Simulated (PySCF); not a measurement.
# Reading the logs of faulty runs: B2ClGeH5

These are calculations, not measurements. They come from PySCF 2.14.0, an open-source quantum chemistry program, on an isolated molecule that a program drew, which may never have been made. The molecule is B2ClGeH5 (charge 0, singlet), drawn as the SMILES string `ClB[BH][GeH3]`.

Each row is a Hartree-Fock (HF) and frozen-core CCSD(T) single point in the cc-pV(D+d)Z basis, meant for a local HF minimum. Run 1 is clean. Each other run has one planted mistake out of seven kinds, and not every kind appears here: one electron removed, one electron added, multiplicity raised by two, geometry at a saddle point, minimal basis STO-3G, one bond length entered in bohr, all coordinates scaled. The reference is restricted for singlets and unrestricted otherwise, and also for a bond in bohr. Adding or removing an electron swaps singlet and doublet. Electrons count all cores. HOMO and LUMO are orbital energies over both spins, the gradient is its largest component, and the lowest frequency (negative if imaginary) is given only where the gradient is small. Bond lengths are over the 8 bonds as drawn. T1 is the CCSD diagnostic: over 0.02 (restricted) or 0.045 (unrestricted) a single reference is doubtful. Germanium has the cc-pVDZ-PP basis, with a core potential (ECP10MDF) in place of its 10 inner electrons, and its 3s, 3p and 3d shells are frozen in CCSD(T).

Geometry of the clean run:
```xyz
9
B2ClGeH5, angstrom
Cl    2.5796    0.5625    0.1483
B     0.9240    0.4476   -0.4829
B     0.7010    0.0132   -2.0935
Ge    0.5255   -1.9714   -2.7432
H     0.0455    0.6712    0.2975
H     0.6382    0.8553   -2.9474
H     0.5830   -2.9986   -1.6050
H     1.6586   -2.2862   -3.7294
H    -0.8114   -2.1505   -3.4775
```

```
run  electrons  basis functions  <S^2>  HOMO (eV)  LUMO (eV)  gradient (hartree/bohr)  lowest frequency (cm^-1)  mean bond (Å)  longest bond (Å)      T1  HF (hartree)  CCSD(T) (hartree)                     mistake
  1         64               99  0.000     -10.70       1.23                  2.6e-05                        50         1.5695             2.096  0.0138    -805.15742         -805.62667                    no fault
  2         64               99  2.029      -7.57      -1.86                  4.3e-02                         -         1.5695             2.096  0.0354    -805.03799         -805.50609  multiplicity raised by two
  3         65               99  0.762      -1.04       7.09                  3.9e-02                         -         1.5695             2.096  0.0137    -805.15139         -805.63987                           ?
  4         64               99  0.000     -10.70       1.46                  5.0e-02                         -         1.4895             1.989  0.0132    -805.13589         -805.60330                           ?
```

**Which mistake was planted in run 3, and what did it cost?**

It counts 65 electrons, one more than the clean run, at the same geometry and basis. So the mistake is: one electron added. Subtracting run 1 and multiplying by 627.51 kcal/mol a hartree, the energy moved by 3.8 kcal/mol in HF and -8.3 kcal/mol in CCSD(T).

**Which mistake was planted in run 4, and what did it cost?**

The mean and the longest bond both change by the same factor, 0.949, and the gradient is no longer small. So the mistake is: all coordinates scaled. Subtracting run 1 and multiplying by 627.51 kcal/mol a hartree, the energy moved by 13.5 kcal/mol in HF and 14.7 kcal/mol in CCSD(T).

